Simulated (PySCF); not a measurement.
H3B3O3, charge -1, doublet (typed; the unrestricted solution is spin-contaminated), geometry from GFN2-xTB (a state made from the parent by changing its charge; the spin is typed, not shown lowest), with bond 8-3 at 3.0 times its length; PBE/STO-3G run with PySCF.

PySCF was given this input:
```python
from pyscf import gto, scf, dft

mol = gto.M(
    atom='''
B    -0.607283    1.196853    0.169021
O    -1.403485    0.033823    0.167628
B    -0.695030   -1.156944   -0.090717
O     0.612761   -1.233139   -0.192790
B     1.481705   -0.054017   -0.011057
O     0.703356    1.197032    0.075375
H    -1.202292    2.232206    0.287603
H    -2.706534   -4.126010   -0.405349
H     2.369804    0.003238   -0.829944
''',
    basis='sto-3g',
    charge=-1,
    spin=1,
    verbose=5,
)

mf = dft.UKS(mol)
mf.xc = 'pbe'
mf.kernel()
mo_i, mo_e, stable_i, stable_e = mf.stability(internal=True, external=False, return_status=True, nroots=6, tol=1e-6)
print('internally stable:', stable_i, ' externally stable:', stable_e)
if not stable_i:
    umf = mf.copy()
    umf.scf_summary = {}
    umf.kernel(umf.make_rdm1(mo_i, mf.mo_occ))
```

The log (banner, timings and long lists left out):

```
PySCF version 2.14.0

[INPUT] verbose = 5
[INPUT] max_memory = 4000
[INPUT] num. atoms = 9
[INPUT] num. electrons = 43
[INPUT] charge = -1
[INPUT] spin (= nelec alpha-beta = 2S) = 1
[INPUT] symmetry False subgroup None
[INPUT] Mole.unit = angstrom
[INPUT] Symbol           X                Y                Z      unit          X                Y                Z       unit  Magmom
[...]
[INPUT] ---------------- BASIS SET ----------------
[INPUT] l, kappa, [nprim/nctr], expnt,             c_1 c_2 ...
[INPUT] O
[...]
                                23.808861         0.53532814
                                6.4436083         0.44463454
[...]
                                1.1695961         0.39951283
                                0.380389          0.70011547
[...]
                                1.1695961         0.60768372
                                0.380389          0.39195739
[INPUT] H
[...]
                                0.62391373        0.53532814
                                0.1688554         0.44463454
[INPUT] B
[...]
                                8.8873622         0.53532814
                                2.405267          0.44463454
[...]
                                0.5198205         0.39951283
                                0.1690618         0.70011547
[...]
                                0.5198205         0.60768372
                                0.1690618         0.39195739

nuclear repulsion = 193.874460927345
number of shells = 21
number of NR pGTOs = 99
number of NR cGTOs = 33
basis = sto-3g
ecp = {}

******** <class 'pyscf.dft.uks.UKS'> ********
method = UKS
initial guess = minao
damping factor = 0
level_shift factor = 0
DIIS = <class 'pyscf.scf.diis.CDIIS'>
diis_start_cycle = 1
diis_space = 8
diis_damp = 0
SCF conv_tol = 1e-09
SCF conv_tol_grad = None
SCF max_cycles = 50
direct_scf = True
direct_scf_tol = 1e-13
number electrons alpha = 22  beta = 21
XC library pyscf.dft.libxc version 7.1.2
    S. Lehtola, C. Steigemann, M. J. T. Oliveira, and M. A. L. Marques,  SoftwareX 7, 1–5 (2018)
XC functionals = pbe
    J. P. Perdew, K. Burke, and M. Ernzerhof,  Phys. Rev. Lett. 77, 3865 (1996)
    J. P. Perdew, K. Burke, and M. Ernzerhof,  Phys. Rev. Lett. 78, 1396 (1997)
    J. P. Perdew, K. Burke, and M. Ernzerhof,  Phys. Rev. Lett. 77, 3865 (1996)
    J. P. Perdew, K. Burke, and M. Ernzerhof,  Phys. Rev. Lett. 78, 1396 (1997)
radial grids:
    Treutler-Ahlrichs [JCP 102, 346 (1995); DOI:10.1063/1.469408] (M4) radial grids

becke partition: Becke, JCP 88, 2547 (1988); DOI:10.1063/1.454033
pruning grids: <function nwchem_prune>
grids dens level: 3
symmetrized grids: False
atomic radii adjust function: <function treutler_atomic_radii_adjust>
small_rho_cutoff = 0
Set gradient conv threshold to 3.16228e-05
atom B rad-grids = 75, ang-grids = [ 50  50  50  50  50  50  50  50  50  50  50  50  50  50  50  50  50  50
  50  50  50  50  50  86  86  86  86  86  86  86  86  86 266 266 266 266
 266 266 266 302 302 302 302 302 302 302 302 302 302 302 302 302 302 302
 302 302 302 302 266 266 266 266 266 266 266 266 266 266 266 266 266 266
 266 266 266]
atom O rad-grids = 75, ang-grids = [ 50  50  50  50  50  50  50  50  50  50  50  50  50  50  50  50  50  50
  50  50  50  50  50  86  86  86  86  86  86  86  86  86 266 266 266 266
 266 266 266 302 302 302 302 302 302 302 302 302 302 302 302 302 302 302
 302 302 302 302 302 266 266 266 266 266 266 266 266 266 266 266 266 266
 266 266 266]
atom H rad-grids = 50, ang-grids = [ 50  50  50  50  50  50  50  50  50  50  50  50  50  50  50  86  86  86
  86 266 266 266 266 266 302 302 302 302 302 302 302 302 302 302 302 302
 302 266 266 266 266 266 266 266 266 266 266 266 266 266]
tot_boxes 3553, boxes in each direction [15 17  9]
Padding 0 grids
tot grids = 113808
nelec by numeric integration = [20.77228335 20.77228335]
E1 = -788.2577710593246  E2 = 295.96805581693815  Ecoul = 334.47454764486355  Exc = -38.50649182792541
init E= -298.415254315042
[...]
SCF not converged.
<class 'pyscf.dft.uks.UKS'> wavefunction has an internal instability
internally stable: False  externally stable: None
[...]
  1.00443811e-01  2.05349796e-01  3.35728972e-01  3.43137407e-01
  4.22320329e-01  5.89032497e-01  6.23991664e-01  6.47782617e-01
  7.17115685e-01  7.45119009e-01  7.49188049e-01  8.14417883e-01
  8.98914846e-01]
  beta  mo_energy =
[-1.82899306e+01 -1.82741131e+01 -1.82713802e+01 -6.06296365e+00
 -5.98432903e+00 -5.98175547e+00 -6.46361773e-01 -5.94907818e-01
 -5.87116941e-01 -1.89662752e-01 -1.60781056e-01 -1.09828301e-01
 -7.34996535e-02 -5.02640608e-02 -1.20714397e-02  2.95147172e-03
  3.82729324e-02  6.17166388e-02  8.44283203e-02  1.01165375e-01
  2.65443118e-01  2.91955347e-01  3.42957537e-01  3.91977636e-01
  4.19485034e-01  5.79829321e-01  6.17216203e-01  6.41341826e-01
  7.21302090e-01  7.27545267e-01  7.47872305e-01  8.16381726e-01
  9.15633243e-01]
multiplicity <S^2> = 1.691627  2S+1 = 2.7868455
nelec by numeric integration = [21.9999972  20.99999975]
E1 = -805.0399376369218  E2 = 313.612636629899  Ecoul = 353.11156677847316  Exc = -39.498930148574175
cycle= 48 E= -297.552840079678  delta_E= 1.83e-07  |g|= 0.000148  |ddm|= 0.00202
  alpha mo_energy =
[-1.82904574e+01 -1.82746580e+01 -1.82715811e+01 -6.06240174e+00
 -5.99749499e+00 -5.97034656e+00 -6.46216600e-01 -5.95554319e-01
 -5.87537045e-01 -1.85670050e-01 -1.65239950e-01 -1.12199749e-01
 -7.84449603e-02 -7.55671996e-02 -4.49433838e-02 -1.32003746e-02
  7.91806324e-03  3.66769181e-02  7.34276207e-02  7.53762435e-02
  1.00330739e-01  2.05533708e-01  3.35569377e-01  3.42869822e-01
  4.22122369e-01  5.88832099e-01  6.23777514e-01  6.47563133e-01
  7.17013994e-01  7.44844198e-01  7.48960811e-01  8.14256257e-01
  8.98847004e-01]
  beta  mo_energy =
[-1.82901415e+01 -1.82742226e+01 -1.82715050e+01 -6.06319712e+00
 -5.98418404e+00 -5.98220774e+00 -6.46524178e-01 -5.95078925e-01
 -5.87215620e-01 -1.89867135e-01 -1.60896656e-01 -1.09971391e-01
 -7.36667152e-02 -5.04198767e-02 -1.21963423e-02  2.73457419e-03
  3.81464211e-02  6.15683199e-02  8.42573832e-02  1.01058207e-01
  2.65110504e-01  2.86927863e-01  3.07010632e-01  3.42933296e-01
  4.19441041e-01  5.79608462e-01  6.17037166e-01  6.41140497e-01
  7.21176647e-01  7.27275436e-01  7.47700332e-01  8.16220874e-01
  9.15578171e-01]
multiplicity <S^2> = 1.6825025  2S+1 = 2.7802895
nelec by numeric integration = [21.9999972  20.99999976]
E1 = -805.0124238698675  E2 = 313.58506031903744  Ecoul = 353.08205451354445  Exc = -39.49699419450698
cycle= 49 E= -297.552902623485  delta_E= -6.25e-05  |g|= 0.00286  |ddm|= 0.0722
  alpha mo_energy =
[-1.82903890e+01 -1.82746224e+01 -1.82715396e+01 -6.06232111e+00
 -5.99755631e+00 -5.97018431e+00 -6.46163839e-01 -5.95499120e-01
 -5.87504321e-01 -1.85604676e-01 -1.65205158e-01 -1.12152849e-01
 -7.84981299e-02 -7.56433645e-02 -4.48913294e-02 -1.31605855e-02
  7.99298366e-03  3.67179766e-02  7.34731267e-02  7.54199901e-02
  1.00368098e-01  2.05472365e-01  3.35622816e-01  3.42958094e-01
  4.22187820e-01  5.88898595e-01  6.23848478e-01  6.47635860e-01
  7.17047583e-01  7.44935563e-01  7.49035980e-01  8.14309804e-01
  8.98869310e-01]
  beta  mo_energy =
[-1.82900716e+01 -1.82741865e+01 -1.82714639e+01 -6.06311962e+00
 -5.98423168e+00 -5.98205847e+00 -6.46470371e-01 -5.95022258e-01
 -5.87183040e-01 -1.89799343e-01 -1.60858411e-01 -1.09924036e-01
 -7.36113118e-02 -5.03682459e-02 -1.21549847e-02  2.80647808e-03
  3.81882757e-02  6.16174165e-02  8.43143658e-02  1.01093663e-01
  2.65247732e-01  2.90711406e-01  3.32923394e-01  3.43100120e-01
  4.19455434e-01  5.79681732e-01  6.17096365e-01  6.41206179e-01
  7.21218177e-01  7.27364762e-01  7.47757326e-01  8.16274182e-01
  9.15596251e-01]
multiplicity <S^2> = 1.6890873  2S+1 = 2.7850223
nelec by numeric integration = [21.9999972  20.99999976]
E1 = -805.0336976391519  E2 = 313.60639262189807  Ecoul = 353.1048263946128  Exc = -39.49843377271475
cycle= 50 E= -297.552844089909  delta_E= 5.85e-05  |g|= 0.000499  |ddm|= 0.0471
SCF not converged.
SCF energy = -297.552844089909 after 50 cycles  <S^2> = 1.6890873  2S+1 = 2.7850223
```

Convergence was not reached.
